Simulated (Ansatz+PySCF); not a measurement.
Values are calculated unless marked as measured or tabulated.
**Several solutions for quartet VO**

```json
{"atom": "V", "x (Å)": "0.0000", "y (Å)": "0.0000", "z (Å)": "0.0000"}
{"atom": "O", "x (Å)": "0.0000", "y (Å)": "0.0000", "z (Å)": "1.5890"}
```

Basis set: def2-SVP (spherical functions). Charge 0, multiplicity 4.

PBE0 (restricted open-shell) was run from several starts with Ansatz (development build ahead of 0.2.0) and PySCF 2.14.0.

| run | program | start | converged | energy (hartree) | <S²> |
| --- | --- | --- | --- | --- | --- |
| A | Ansatz | search for the lowest state | yes | -1018.71447 | 3.75 |
| B | Ansatz | atomic start, no search | yes | -1018.71447 | 3.75 |
| C | Ansatz | stability test followed | yes | -1018.71447 | 3.75 |
| D | PySCF | program defaults | yes | -1018.67745 | 3.75 |

**Question.** Which runs reached the lowest solution of this kind, and what is wrong with the others?

**Answer.** A, B, C reached the lowest solution found. Converged but too high: D by 1.01 eV. Convergence only shows a stationary point, and even a stable one can lie too high; stability tests and further starts are what find lower ones. Caution: other spin multiplicities were not run.
